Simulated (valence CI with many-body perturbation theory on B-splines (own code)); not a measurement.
# E1 transitions of I3+

Computed by configuration interaction combined with many-body perturbation theory (CI+MBPT): four valence electrons over a frozen Dirac-Fock core [Kr] 4d10, a basis of 11 s, 11 p, 9 d, 7 f, 5 g, 2 h, 1 i functions for each j, with the one-electron correlation potential Σ1 (screened to all orders), the two-electron term Σ2, the three-electron term Σ3, Breit, model QED; selected single and double excitations, second order for the rest, scaled by the run's own slope (own B-spline code, finite nucleus).

No measured spectrum was set against this ion. As an estimate, levels hold to about 250 cm⁻¹ or 0.2 % of their energy and the worst to 1 %, as in measured heavy ions of charge 2 to 7; those with d or f electrons hold less well. Core correlation moves these levels by up to 11000 cm⁻¹, and in measured spectra 5 to 20 % of such shifts remained as error; rates that hang on mixing are uncertain with them. Among the levels kept, up to 300 cm⁻¹ of a level comes from second order outside the variational space, and about a tenth of that is noise between levels of different J, which matters for small intervals.

Lines 101 to 150 of 238 in falling wavelength, among levels below 222043 cm⁻¹, chosen from the strongest by gf and those to the six lowest levels. Wavelengths and rates use the calculated energies, so an error of 200 cm⁻¹ moves a line at 1449 Å by 0.29 % and its rate by three times that or more. Electric multipoles are in the length gauge, E1 and E2 with the static RPA response of the core. Weak lines are less certain than strong ones. Lines between different terms over intervals too small for the method are left out, as are lines whose strength nearly cancels. Where a level lies close to another of its J and parity, the split of strength between their lines is uncertain. The highest levels of a list are the least certain.

Names give the largest LS component (configuration and term), which can be under half, so a name can repeat, a term be missing and a line seem to break the LS rules; names also repeat where a configuration has a term twice. Letters in brackets count levels of one name in rising energy.

| λ vac (Å) | Upper | Lower | A (s⁻¹) | S (a.u.) with core polarisation | S without |
| --- | --- | --- | --- | --- | --- |
| 1449 | 4f.5s2.5p 3F_3 | 5s.5p3 3P°_2 | 4.38e+07 | 4.60e-01 | 5.02e-01 |
| 1410 | 5s.5p3 5S°_2 | 5s2.5p2 3P_1 | 4.89e+06 | 3.38e-02 | 4.68e-02 |
| 1403 | 5s2.5p.6p 3S_1 | 5s2.5p.5d 1D°_2 | 1.02e+08 | 4.15e-01 | 3.96e-01 |
| 1380 | 5s2.5p.6p 1D_2 | 5s2.5p.5d 1D°_2 | 6.89e+07 | 4.46e-01 | 4.09e-01 |
| 1347 | 4f.5s2.5p 3D_3 | 5s2.5p.5d 1D°_2 | 1.92e+08 | 1.62e+00 | 1.78e+00 |
| 1344 | 5s.5p2.5d 5F_5 | 5s2.5p.5d 3F°_4 | 6.17e+07 | 8.14e-01 | 9.68e-01 |
| 1311 | 5s.5p3 3D°_1 | 5s2.5p2 1D_2 | 1.47e+07 | 4.89e-02 | 6.58e-02 |
| 1310 | 5s2.5p.6p 3P_2 | 5s.5p3 3P°_2 | 9.16e+07 | 5.08e-01 | 5.02e-01 |
| 1302 | 5s.5p3 3D°_2 | 5s2.5p2 1D_2 | 1.33e+06 | 7.26e-03 | 1.20e-02 |
| 1289 | 5s2.5p.6p 3D_3 [b] | 5s.5p3 3P°_2 | 5.09e+07 | 3.77e-01 | 4.24e-01 |
| 1280 | 5s.5p3 3P°_1 | 5s2.5p2 1S_0 | 9.68e+06 | 3.00e-02 | 4.13e-02 |
| 1256 | 5s.5p3 3D°_3 | 5s2.5p2 1D_2 | 3.69e+07 | 2.52e-01 | 3.65e-01 |
| 1214 | 5s2.5p.6p 3P_1 [a] | 5s.5p3 3D°_2 | 1.97e+08 | 5.21e-01 | 4.98e-01 |
| 1213 | 4f.5s2.5p 3D_3 | 5s.5p3 3P°_2 | 1.35e+08 | 8.32e-01 | 9.25e-01 |
| 1213 | 4f.5s2.5p 3G_4 | 5s.5p3 3D°_3 | 2.22e+08 | 1.76e+00 | 1.96e+00 |
| 1207 | 4f.5s2.5p 1D_2 | 5s2.5p.5d 1D°_2 | 1.63e+08 | 7.07e-01 | 7.40e-01 |
| 1200 | 4f.5s2.5p 3D_2 | 5s.5p3 3P°_1 | 2.63e+08 | 1.12e+00 | 1.26e+00 |
| 1194 | 4f.5s2.5p 3D_2 | 5s.5p3 3P°_2 | 1.27e+08 | 5.34e-01 | 5.84e-01 |
| 1182 | 4f.5s2.5p 3F_3 | 5s.5p3 3D°_2 | 4.12e+08 | 2.35e+00 | 2.63e+00 |
| 1176 | 4f.5s2.5p 3D_1 | 5s.5p3 3P°_1 | 2.32e+08 | 5.59e-01 | 6.30e-01 |
| 1164 | 4f.5s2.5p 3D_1 | 5s.5p3 3P°_0 | 2.36e+08 | 5.51e-01 | 6.20e-01 |
| 1150 | 4f.5s2.5p 3F_2 | 5s.5p3 3D°_1 | 4.97e+08 | 1.86e+00 | 2.10e+00 |
| 1138 | 5s.5p3 3D°_1 | 5s2.5p2 3P_2 | 1.36e+07 | 2.97e-02 | 3.96e-02 |
| 1132 | 5s.5p3 3D°_2 | 5s2.5p2 3P_2 | 1.62e+05 | 5.80e-04 | 6.75e-04 |
| 1109 | 5s.5p2.5d 5D_2 [a] | 5s2.5p.5d 1D°_2 | 1.89e+08 | 6.36e-01 | 8.61e-01 |
| 1097 | 5s.5p3 3D°_3 | 5s2.5p2 3P_2 | 1.05e+08 | 4.78e-01 | 7.04e-01 |
| 1096 | 4f.5s2.5p 3F_4 | 5s.5p3 3D°_3 | 3.55e+08 | 2.07e+00 | 2.35e+00 |
| 1095 | 5s.5p2.5d 5D_2 [b] | 5s2.5p.5d 1D°_2 | 2.19e+08 | 7.09e-01 | 9.82e-01 |
| 1087 | 5s.5p3 3D°_1 | 5s2.5p2 3P_1 | 8.79e+06 | 1.67e-02 | 2.66e-02 |
| 1083 | 5s.5p3 3P°_2 | 5s2.5p2 1D_2 | 2.14e+07 | 6.71e-02 | 9.51e-02 |
| 1081 | 5s.5p3 3D°_2 | 5s2.5p2 3P_1 | 1.85e+08 | 5.77e-01 | 8.31e-01 |
| 1078 | 5s.5p3 3P°_1 | 5s2.5p2 1D_2 | 1.56e+06 | 2.89e-03 | 5.30e-03 |
| 1074 | 5s2.5p.6p 3D_3 [b] | 5s.5p3 3D°_2 | 1.23e+08 | 5.25e-01 | 6.07e-01 |
| 1051 | 4f.5s2.5p 3D_3 | 5s.5p3 3D°_3 | 1.61e+08 | 6.44e-01 | 7.57e-01 |
| 1018 | 5p4 3P_2 | 5s.5p3 3D°_3 | 5.59e+08 | 1.45e+00 | 1.96e+00 |
| 1016 | 5s.5p2.5d 5D_2 [a] | 5s.5p3 3P°_2 | 1.32e+08 | 3.42e-01 | 4.70e-01 |
| 1012 | 5s.5p3 3D°_1 | 5s2.5p2 3P_0 | 2.45e+08 | 3.76e-01 | 5.26e-01 |
| 1010 | 5s2.5p.6p 3D_1 | 5s.5p3 5S°_2 | 2.77e+05 | 4.22e-04 | 4.03e-04 |
| 1009 | 5s.5p3 3S°_1 | 5s2.5p2 1S_0 | 2.35e+07 | 3.58e-02 | 5.61e-02 |
| 1004 | 5s.5p2.5d 5D_2 [b] | 5s.5p3 3P°_2 | 1.26e+08 | 3.15e-01 | 4.35e-01 |
| 994.4 | 5s2.5p.5d 1D°_2 | 5s2.5p2 1D_2 | 1.71e+08 | 4.15e-01 | 6.45e-01 |
| 962.5 | 5s.5p3 3P°_2 | 5s2.5p2 3P_2 | 3.67e+08 | 8.07e-01 | 1.16e+00 |
| 962.4 | 4f.5s2.5p 3G_3 | 5s.5p3 5S°_2 | 1.23e+06 | 3.80e-03 | 4.35e-03 |
| 962.3 | 5s2.5p.6p 3P_1 [a] | 5s.5p3 5S°_2 | 6.79e+06 | 8.96e-03 | 8.47e-03 |
| 961.0 | 5s2.5p.6p 3D_2 | 5s.5p3 5S°_2 | 1.80e+05 | 3.95e-04 | 3.25e-04 |
| 958.6 | 5s.5p3 3P°_1 | 5s2.5p2 3P_2 | 2.67e+07 | 3.48e-02 | 5.29e-02 |
| 942.2 | 4f.5s2.5p 3F_3 | 5s.5p3 5S°_2 | 1.92e+07 | 5.56e-02 | 6.37e-02 |
| 938.3 | 5s2.5p.5d 3D°_1 [a] | 5s2.5p2 1S_0 | 4.72e+07 | 5.77e-02 | 8.06e-02 |
| 929.1 | 5s.5p3 3P°_0 | 5s2.5p2 3P_1 | 5.83e+08 | 2.31e-01 | 3.19e-01 |
| 925.5 | 5s.5p3 3P°_2 | 5s2.5p2 3P_1 | 2.29e+06 | 4.48e-03 | 7.61e-03 |
